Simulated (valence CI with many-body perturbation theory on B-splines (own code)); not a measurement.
# Cr IV: calculated level list

Computed by valence CI with perturbative core correlation (CI+MBPT): three valence electrons over a frozen Dirac-Fock core [Ar], radial functions for each j: 7 s, 7 p, 8 d, 6 f, 4 g, 1 h, with the one-electron correlation potential Σ1 (screened to all orders), the two-electron term Σ2, the three-electron term Σ3, Breit, model QED; selected single and double excitations, second order for the rest, scaled by the run's own slope (own B-spline code, finite nucleus).

Set against measurement, 66 paired levels are off by 1294 cm⁻¹ on average, the worst by 2161. These come from a selection out of Sugar and Corliss, J. Phys. Chem. Ref. Data 6, 317 (1977). Levels without a partner in it may be off by more, other configurations by 1,000 to 8,000 cm⁻¹. The list stops below the first excitations out of the core.

Levels 136 to 157 of 157, with energies above the lowest level, 3d3 4F_3/2. "Leading %" is the weight of the configuration and term that name the level; weights of strongly mixed levels are sums over their largest components and can fall short. Lifetimes count E1, E2, E3, M1 and M2 decay at the calculated energies, and are blank where another channel may lead or the interval is too uncertain; long ones can be off by a factor of two.

```
No.  Configuration  Term     J  E (eV)  Leading %      g  Lifetime
136         3d2 4d    2D   5/2  31.369         51  1.210    810 ps
137         3d2 4d    4P   3/2  31.415         83  1.657    363 ps
138         3d2 4d    4P   1/2  31.422         90  2.517    359 ps
139         3d2 4d    4P   5/2  31.432         90  1.572    369 ps
140         3d2 4d    2D   3/2  31.521         76  0.933    427 ps
141         3d2 4d    2D   5/2  31.530         83  1.217    463 ps
142         3d2 4d    2P   1/2  31.547         89  0.818    361 ps
143         3d2 4d    2P   3/2  31.606         75  1.267    375 ps
144         3d2 4d    2I  11/2  31.652         98  0.923    442 ps
145         3d2 4d    2I  13/2  31.664         98  1.077    450 ps
146         3d2 4d    2G   7/2  31.708         97  0.888    379 ps
147         3d2 4d    2G   9/2  31.724         96  1.110    380 ps
148         3d2 4d    2H   9/2  31.967         96  0.910    371 ps
149         3d2 4d    2H  11/2  31.972         97  1.091    373 ps
150         3d2 4d    2F   7/2  32.496         96  1.143    374 ps
151         3d2 4d    2F   5/2  32.508         96  0.859    375 ps
152         3d2 5s    2D   5/2  32.582         92  1.211    392 ps
153         3d2 5s    2D   3/2  32.584         94  0.810    393 ps
154         3d2 5s    4P   1/2  32.846         98  2.664    382 ps
155         3d2 4d    2D   3/2  32.853         90  0.834    401 ps
156         3d2 4d    2D   5/2  32.859         91  1.212    402 ps
157         3d2 5s    4P   3/2  32.868         93  1.694    382 ps
```

Names give the largest LS component (configuration and term), which can be under half, so a name can repeat, a term be missing and a line seem to break the LS rules; names also repeat where a configuration has a term twice.

Where two levels of one J and parity lie close, their mixing, g and order are uncertain.
